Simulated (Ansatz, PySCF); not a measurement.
Reaction (SMILES): [BH3-][NH2+] -> [BH3-]N (an electron is taken up)
Each molecule is optimised on its own at B3LYP-D3(BJ)/def2-TZVP (Ansatz, an electronic-structure program).

Property: adiabatic electron affinity (0 K, with B3LYP-D3(BJ) harmonic zero-point energies from PySCF), positive where the reaction releases energy, in eV. Correlated levels leave the core frozen unless marked. Open shells are spin-unrestricted. No spin-orbit coupling. Non-relativistic. Anions need diffuse functions: aug- sets have them; def2-D sets add few; the other sets have none. CBS(X,Y): correlation extrapolated as X^-3; Hartree-Fock from the larger set. [CCSD(T)-MP2]/basis is that difference in the basis named.

RI-MP2/CBS(aug-cc-pVTZ,aug-cc-pVQZ)+[CCSD(T)-MP2]/aug-cc-pVTZ (Ansatz) gives 2.31 eV.

Q: Another calculation gave 1.89 eV. Which level was it?
A. M06-2X/def2-TZVPD (PySCF)
B. HF/def2-TZVPD (PySCF)
C. PBE0/def2-TZVPD (Ansatz)
D. BLYP/def2-TZVPD (Ansatz)

A: C, PBE0/def2-TZVPD (Ansatz). The others give 2.11 (M06-2X), 1.38 (HF), 1.75 (BLYP) eV.
